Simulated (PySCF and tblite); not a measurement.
Values are calculated unless marked as measured or tabulated.
C6H16Si2, numbered as in [CH3:1][C@H:2]1[CH2:3][SiH2:4][CH2:5][C@H:6]([SiH3:7])[CH2:8]1.

Conformers came from 60 starts (ETKDG and KDG, MMFF94s, GFN2-xTB); geometries are GFN2-xTB. Weights use PBE0-D3(BJ)/def2-SVP (IEF-PCM, water) energies plus GFN2-xTB zero-point and thermal terms (modes under about 100 cm⁻¹ blended into free rotors). Symmetry numbers and mirror images are counted. Conformers within 2.5 kcal/mol (GFN2-xTB free energy) were kept, 4 at most. Of two unlike H on one atom, a is the less shielded (B97-2/pcSseg-1 (IEF-PCM, water)). Run with PySCF (density fitting) and tblite.

An NOE distance is ⟨r⁻⁶⟩^(−1/6) over all pairs of like atoms and, for the average, over conformers.

The 6-ring runs over atoms 2–3–4–5–6–8.

```csv
conformer,shape,weight %
1,6-ring chair (C1 axial),54.0
2,6-ring chair (Si7 axial),44.4
3,"6-ring twist-boat (ring torsions -31, -32, 69, -38, -37, 68°)",1.6
```

Q: Which H–H contacts under 3.5 Å would NOEs report (pairs on one atom left out) at 298.15 K?

A: 
```json
{"pair": "H2 ··· H3a", "in 1 (Å)": "2.38", "in 2 (Å)": "2.47", "in 3 (Å)": "2.52", "average (Å)": "2.42"}
{"pair": "H5a ··· H6", "in 1 (Å)": "2.47", "in 2 (Å)": "2.36", "in 3 (Å)": "2.54", "average (Å)": "2.42"}
{"pair": "H2 ··· H8a", "in 1 (Å)": "2.43", "in 2 (Å)": "2.54", "in 3 (Å)": "2.33", "average (Å)": "2.47"}
{"pair": "H6 ··· H8b", "in 1 (Å)": "2.53", "in 2 (Å)": "2.44", "in 3 (Å)": "2.33", "average (Å)": "2.48"}
{"pair": "H2 ··· H8b", "in 1 (Å)": "2.38", "in 2 (Å)": "3.04", "in 3 (Å)": "3.02", "average (Å)": "2.56"}
{"pair": "H1 ··· H2", "in 1 (Å)": "2.57", "in 2 (Å)": "2.59", "in 3 (Å)": "2.58", "average (Å)": "2.58"}
{"pair": "H6 ··· H8a", "in 1 (Å)": "3.04", "in 2 (Å)": "2.37", "in 3 (Å)": "3.02", "average (Å)": "2.60"}
{"pair": "H2 ··· H3b", "in 1 (Å)": "2.50", "in 2 (Å)": "3.04", "in 3 (Å)": "3.04", "average (Å)": "2.66"}
{"pair": "H5b ··· H6", "in 1 (Å)": "3.04", "in 2 (Å)": "2.51", "in 3 (Å)": "3.04", "average (Å)": "2.72"}
{"pair": "H5b ··· H8a", "in 1 (Å)": "2.53", "in 2 (Å)": "4.28", "in 3 (Å)": "2.79", "average (Å)": "2.78"}
{"pair": "H1 ··· H6", "in 1 (Å)": "2.55", "in 2 (Å)": "4.92", "in 3 (Å)": "4.49", "average (Å)": "2.82"}
{"pair": "H1 ··· H3b", "in 1 (Å)": "2.82", "in 2 (Å)": "2.84", "in 3 (Å)": "2.98", "average (Å)": "2.83"}
{"pair": "H3b ··· H8b", "in 1 (Å)": "4.27", "in 2 (Å)": "2.50", "in 3 (Å)": "2.79", "average (Å)": "2.83"}
{"pair": "H3a ··· H8a", "in 1 (Å)": "2.58", "in 2 (Å)": "4.27", "in 3 (Å)": "4.26", "average (Å)": "2.84"}
{"pair": "H5a ··· H8b", "in 1 (Å)": "4.28", "in 2 (Å)": "2.57", "in 3 (Å)": "4.27", "average (Å)": "2.91"}
{"pair": "H1 ··· H8b", "in 1 (Å)": "2.89", "in 2 (Å)": "2.97", "in 3 (Å)": "2.70", "average (Å)": "2.92"}
{"pair": "H3a ··· H4b", "in 1 (Å)": "2.91", "in 2 (Å)": "2.96", "in 3 (Å)": "2.93", "average (Å)": "2.93"}
{"pair": "H4a ··· H5a", "in 1 (Å)": "2.98", "in 2 (Å)": "2.88", "in 3 (Å)": "2.93", "average (Å)": "2.93"}
{"pair": "H4b ··· H5b", "in 1 (Å)": "2.95", "in 2 (Å)": "2.98", "in 3 (Å)": "2.93", "average (Å)": "2.96"}
{"pair": "H3b ··· H4a", "in 1 (Å)": "3.02", "in 2 (Å)": "2.92", "in 3 (Å)": "2.91", "average (Å)": "2.97"}
{"pair": "H1 ··· H8a", "in 1 (Å)": "3.91", "in 2 (Å)": "2.73", "in 3 (Å)": "3.00", "average (Å)": "3.05"}
{"pair": "H6 ··· H7", "in 1 (Å)": "3.14", "in 2 (Å)": "3.07", "in 3 (Å)": "3.14", "average (Å)": "3.11"}
{"pair": "H1 ··· H3a", "in 1 (Å)": "3.87", "in 2 (Å)": "2.84", "in 3 (Å)": "2.79", "average (Å)": "3.15"}
{"pair": "H5b ··· H7", "in 1 (Å)": "3.28", "in 2 (Å)": "3.28", "in 3 (Å)": "3.42", "average (Å)": "3.28"}
{"pair": "H2 ··· H7", "in 1 (Å)": "5.40", "in 2 (Å)": "2.90", "in 3 (Å)": "5.01", "average (Å)": "3.30"}
{"pair": "H7 ··· H8a", "in 1 (Å)": "3.38", "in 2 (Å)": "3.27", "in 3 (Å)": "3.15", "average (Å)": "3.32"}
{"pair": "H1 ··· H4a", "in 1 (Å)": "3.03", "in 2 (Å)": "5.59", "in 3 (Å)": "5.64", "average (Å)": "3.34"}
{"pair": "H3b ··· H4b", "in 1 (Å)": "3.17", "in 2 (Å)": "3.66", "in 3 (Å)": "3.66", "average (Å)": "3.34"}
{"pair": "H4b ··· H5a", "in 1 (Å)": "3.19", "in 2 (Å)": "3.65", "in 3 (Å)": "3.30", "average (Å)": "3.34"}
{"pair": "H4a ··· H6", "in 1 (Å)": "3.10", "in 2 (Å)": "4.84", "in 3 (Å)": "3.07", "average (Å)": "3.39"}
```

Longer pairs under the limit may be missing.

Q: In a model where alignment follows shape alone (order matrix 0.002 × (3G/tr G − 1)/2, G the second moments of the atom positions; splitting J + 2D), what are the one-bond C–H dipolar couplings D?

A: H1 -0.1 Hz (-2.9 in conformer 1), H2 5.8 Hz (4.8 in conformer 1), H3a 7.7 Hz (11.9 in conformer 1), H3b -4.7 Hz (-13.6 in conformer 1), H5a 5.2 Hz (1.9 in conformer 1), H5b 0.3 Hz (9.0 in conformer 1), H6 7.8 Hz (9.8 in conformer 1), H8a 5.7 Hz (10.4 in conformer 1), H8b 3.4 Hz (0.2 in conformer 1).
